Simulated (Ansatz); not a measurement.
`B[SiH2][B](O)[AlH2]` + BH₃ → `B[SiH2]B` + `O[BH][AlH2]`  (formal exchange of groups at the Si–B bond)

Computed with Ansatz on PBE0-D4/def2-TZVP structures; ΔE is electronic, products minus reactants. CBS: MP2 limit from def2 TZ/QZ plus the TZ coupled-cluster correction, frozen cores. This one scheme is used for every species. Each species was taken in one conformer, which may not be the lowest.

```
              species  HF/def2-TZVPP energy (Eh)
`B[SiH2][B](O)[AlH2]`                 -659.17781
                  BH₃                  -26.40065
           `B[SiH2]B`                 -341.74522
        `O[BH][AlH2]`                 -343.84966
```

Work out ΔE.

ΔE = (-341.74522) + (-343.84966) − (-659.17781) − (-26.40065) = -0.01642 Eh = -10.3 kcal/mol. CCSD(T)/CBS gives -2.3 kcal/mol.

Largest T1 diagnostic among the species: 0.020, so the coupled-cluster value is less sure than usual.

In def2-TZVPP, CCSD(T) changes the Hartree–Fock value by +7.7 kcal/mol (the triples alone add +1.9 kcal/mol) and MP2 by +7.7 kcal/mol. From PBE to PBE0 (25 % exact exchange), in def2-TZVPP and without D4, ΔE moves by −2.4 kcal/mol. The D4 term adds +2.0 kcal/mol with B3LYP and +1.1 kcal/mol with PBE0; it sums over pairs of atoms, weighted by their polarisabilities, and B3LYP, whose exchange is more repulsive, gets the larger term.

B3LYP here is the variant with VWN-RPA as its local correlation; programs differ in this.
